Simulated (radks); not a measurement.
Values are calculated unless marked as measured or tabulated.
Ionisation of Pm, [Xe] 4f5 6s2, to Pm+, [Xe] 4f5 6s1, under several functionals. Scalar-relativistic Kohn-Sham, spin-polarised, spherical densities, finite nucleus; open shells are filled with parallel spins first (spin-orbit coupling, left out, can overturn this in heavy ions); a radial shooting solver on a logarithmic mesh with Libxc functionals.

BLYP: E(Pm) (hartree) -10020.9013; Exc (hartree) -229.5788; IE (eV) 5.540; -e(HOMO) (eV) 2.875; <r> HOMO (bohr) 1.044; IE error (eV) -0.042
SOGGA: E(Pm) (hartree) -10016.0673; Exc (hartree) -224.7308; IE (eV) 5.376; -e(HOMO) (eV) 3.121; <r> HOMO (bohr) 1.042; IE error (eV) -0.206
AM05: E(Pm) (hartree) -10013.3481; Exc (hartree) -222.0131; IE (eV) 5.434; -e(HOMO) (eV) 3.215; <r> HOMO (bohr) 1.040; IE error (eV) -0.147
BP86: E(Pm) (hartree) -10021.6177; Exc (hartree) -230.3075; IE (eV) 5.661; -e(HOMO) (eV) 3.233; <r> HOMO (bohr) 1.043; IE error (eV) +0.080
r2SCAN: E(Pm) (hartree) -10021.2526; Exc (hartree) -229.3501; IE (eV) 5.191; -e(HOMO) (eV) 3.310; <r> HOMO (bohr) 1.033; IE error (eV) -0.391
LDA (Slater exchange, VWN5 correlation): E(Pm) (hartree) -10013.0942; Exc (hartree) -221.7551; IE (eV) 5.721; -e(HOMO) (eV) 3.310; <r> HOMO (bohr) 1.041; IE error (eV) +0.139
exchange-only PBE: E(Pm) (hartree) -10016.7613; Exc (hartree) -225.3908; IE (eV) 4.898; -e(HOMO) (eV) 2.255; <r> HOMO (bohr) 1.049; IE error (eV) -0.684

NIST Atomic Spectra Database: 5.582 eV (measured). Closest: BLYP. The Delta-SCF values span 0.82 eV, the total energies 8.52 hartree. The highest occupied level is 4f. Open shells are spherical and high-spin; term and fine-structure splittings are not resolved. Spin-orbit splitting is averaged out at the scalar-relativistic level.
